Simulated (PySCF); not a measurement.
Polarisability and C₆ of Hf (hafnium, neutral)

[Xe] 4f14 5d2 6s2, high-spin 3F determinant. Calculation: PySCF 2.14, in x2c-TZVPPall with one added diffuse shell each of s, p, d, f type (12s8p8d4f1g, 113 functions); the spin-free X2C one-electron Hamiltonian (Gaussian nucleus). Coupled (time-dependent) response in atomic units; α is the mean over directions.

| method | mean α (bohr³) | C₆ (like pair) | S(−4) |
| --- | --- | --- | --- |
| UHF | 120.8 | 1722 | 6587 |

S(−4) is the Cauchy moment in α(ω) = α(0) + S(−4) ω² + …

Reference α: 103 ± 6 bohr³ (recommended; Schwerdtfeger and Nagle, table of static dipole polarizabilities (2023 update)). Published C₆: 1040 (Gould and Bucko (2016)).

Spin-orbit coupling is absent.

Hartree-Fock lies above the reference because it lacks correlation, which contracts the outer shell.

α(iu) at UHF:

| u (hartree) | α(iu) (bohr³) |
| --- | --- |
| 0 | 120.8 |
| 0.0500 | 107.3 |
| 0.100 | 82.31 |
| 0.200 | 45.72 |
| 0.300 | 28.41 |
| 0.500 | 14.76 |
| 0.750 | 8.720 |
| 1.00 | 5.994 |
| 1.50 | 3.480 |
| 2.00 | 2.308 |
| 3.00 | 1.229 |
| 5.00 | 0.5116 |

A single London oscillator, α(iu) = α/(1 + u²/ω²), gives C₆ = (3/4) ω α². Matching the computed C₆ needs ω = 4 × 1722 / (3 × 120.8²) = 0.157 hartree.

Spin-orbit coupling, absent here, splits the open shell strongly.
